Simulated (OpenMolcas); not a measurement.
**C2H4FGa (SMILES C=[CH][GaH][F]): the vertical energy of the triplet above the singlet, rung by rung**

C2H4FGa has 8 atoms, charge 0, and is taken as a singlet. SMILES: `C=[CH][GaH][F]`. The shape is that of a PBE0-D4/def2-TZVP optimisation. This is one conformer, not always the lowest.

Each level gives the vertical energy of the triplet above the singlet (eV). The values are calculated.

```json
{"level": "SVWN5/cc-pVDZ", "kind": "LDA", "program": "OpenMolcas", "value (eV)": "4.37", "CPU time (all runs)": "3.1 min"}
{"level": "BLYP/cc-pVDZ", "kind": "GGA", "program": "OpenMolcas", "value (eV)": "4.24", "CPU time (all runs)": "2.5 min"}
{"level": "PBE/cc-pVDZ", "kind": "GGA", "program": "OpenMolcas", "value (eV)": "-1134.20", "CPU time (all runs)": "5.9 min"}
{"level": "revPBE/cc-pVDZ", "kind": "GGA", "program": "OpenMolcas", "value (eV)": "4.14", "CPU time (all runs)": "2.7 min"}
{"level": "M06-L/cc-pVDZ", "kind": "meta-GGA", "program": "OpenMolcas", "value (eV)": "4.12", "CPU time (all runs)": "3.6 min"}
{"level": "r2SCAN/cc-pVDZ", "kind": "meta-GGA", "program": "OpenMolcas", "value (eV)": "3.90", "CPU time (all runs)": "3.6 min"}
{"level": "B3LYP/cc-pVDZ", "kind": "global hybrid", "program": "OpenMolcas", "value (eV)": "4.17", "CPU time (all runs)": "2.4 min"}
{"level": "M06-2X/cc-pVDZ", "kind": "hybrid meta-GGA", "program": "OpenMolcas", "value (eV)": "4.29", "CPU time (all runs)": "3.4 min"}
```

All-electron rows without a relativistic Hamiltonian named are non-relativistic. The values span -1134.20 to 4.37 eV. Spin contamination of the reference (⟨S²⟩ at least 0.1 too high) touches PBE/cc-pVDZ. BLYP/cc-pVDZ, PBE/cc-pVDZ, revPBE/cc-pVDZ lie far from functionals of the same kind, perhaps in another electronic state. The upper state's dipole differs much between rows, so they may not all be the same state. Times are those of the runs behind each value, whatever else they computed, on shared processors of several kinds: orders of magnitude only.
